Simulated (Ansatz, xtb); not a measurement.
**Two isomers of C3H10BN**

We compare X, `CCB(C)N`, a singlet, with Y, `CC(C)BN`, a singlet. Both are isolated molecules in the gas phase, relaxed with r2SCAN-D4/def2-SVP, each in the lowest conformer that the search found.

Q: Estimate E(Y) − E(X) at the level CCSD(T)/def2-SVP + ΔMP2/def2-TZVPP.

A: Calculated at CCSD(T)/def2-SVP + ΔMP2/def2-TZVPP: E(Y) − E(X) = +0.453 eV, so structure X lies lower.

Level by level:

| level | geometry | E(Y) − E(X) (eV) | departure from the last row (eV) | job, with rough time for the two |
| --- | --- | --- | --- | --- |
| GFN2-xTB | GFN2-xTB | −0.098 | −0.551 | optimisation, 0.37 s |
| HF/STO-3G | GFN2-xTB | +0.433 | −0.019 | single point, 0.9 s |
| r2SCAN-D4/def2-SVP//GFN2-xTB | GFN2-xTB | +0.508 | +0.055 | single point, 4.4 s |
| r2SCAN-D4/def2-SVP | r2SCAN-D4/def2-SVP | +0.509 | +0.057 | optimisation, 70 s |
| HF/def2-SVP | r2SCAN-D4/def2-SVP | +0.485 | +0.032 | part of the CCSD(T) run |
| MP2/def2-SVP | r2SCAN-D4/def2-SVP | +0.429 | −0.023 | part of the CCSD(T) run |
| CCSD(T)/def2-SVP | r2SCAN-D4/def2-SVP | +0.416 | −0.037 | single point |
| CCSD(T)/def2-SVP + ΔMP2/def2-TZVPP | r2SCAN-D4/def2-SVP | +0.453 |  | single point, 53 s |

As drawn, Y has 1 C–C, 1 B–H in place of 1 C–B, 1 C–H.

GFN2-xTB puts the two in the other order. The largest departure from CCSD(T)/def2-SVP + ΔMP2/def2-TZVPP is that of GFN2-xTB, 0.551 eV. The last row adds to CCSD(T) the change of the MP2 difference between the two basis sets, here +0.037 eV.

With thermal terms from frequencies at re-optimised GFN2-xTB minima (ideal gas, soft modes damped towards free rotors, one conformer each, 298.15 K, 1 atm): the zero-point term adds −0.001 eV; ΔH is +0.436 and ΔG +0.480 eV.

The correlated steps freeze 5 core orbitals. Codes used: Ansatz 0.2.0, xtb 6.7.1; the last row on 2 threads of Arm Neoverse V1 on a shared host.
